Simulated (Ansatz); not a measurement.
`[CH3][Sn]([OH])([F])[Cl]`, relaxed with RKS PBE0-D4/def2-TZVP in Ansatz from a PBE-D4/def2-SVP geometry. The force threshold is 0.005 eV/Å; the program also tests the step.

The species carries charge 0 and has multiplicity 1. Sn: def2 effective core potential.

Start:

```xyz
9

C     0.910   -0.970   -0.778
Sn   -0.292    0.243    0.515
O    -1.388    1.525   -0.544
F    -1.549   -0.848    1.546
Cl    0.914    1.437    2.161
H     1.973   -0.753   -0.572
H     0.678   -2.029   -0.566
H     0.648   -0.710   -1.819
H    -1.895    2.106    0.058
```

```
         step  energy (eV)  largest force (eV/Å)  largest move (Å)
            1  -24216.2756                 0.829             0.000
            2  -24216.3717                 0.264             0.079
            3  -24216.3779                 0.066             0.025
            4  -24216.3785                 0.025             0.013
            5  -24216.3787                 0.009             0.005
            6  -24216.3787                 0.004             0.007
            7  -24216.3787                 0.004             0.006
            8  -24216.3787                 0.010             0.014
            9  -24216.3787                 0.016             0.013
           10  -24216.3788                 0.025             0.016
           11  -24216.3788                 0.025             0.011
           12  -24216.3788                 0.032             0.027
           13  -24216.3788                 0.033             0.012
           14  -24216.3789                 0.030             0.017
           15  -24216.3789                 0.046             0.039
           16  -24216.3790                 0.032             0.006
           17  -24216.3790                 0.012             0.003
           18  -24216.3790                 0.012             0.000
           19  -24216.3791                 0.006             0.018
20 (rejected)  -24216.3762                 0.267             0.130
           21  -24216.3791                 0.003             0.012
           22  -24216.3791                 0.064             0.079
           23  -24216.3792                 0.037             0.034
           24  -24216.3793                 0.004             0.017
```

End:

```xyz
9

C     0.896   -0.958   -0.764
Sn   -0.292    0.238    0.498
O    -1.308    1.555   -0.499
F    -1.583   -0.829    1.425
Cl    0.838    1.315    2.205
H     1.919   -0.585   -0.749
H     0.864   -1.983   -0.399
H     0.488   -0.903   -1.772
H    -1.821    2.150    0.055
```

It took 56 s on 4 threads of a server CPU on a shared host, with 0.63 GiB of host memory at the peak.
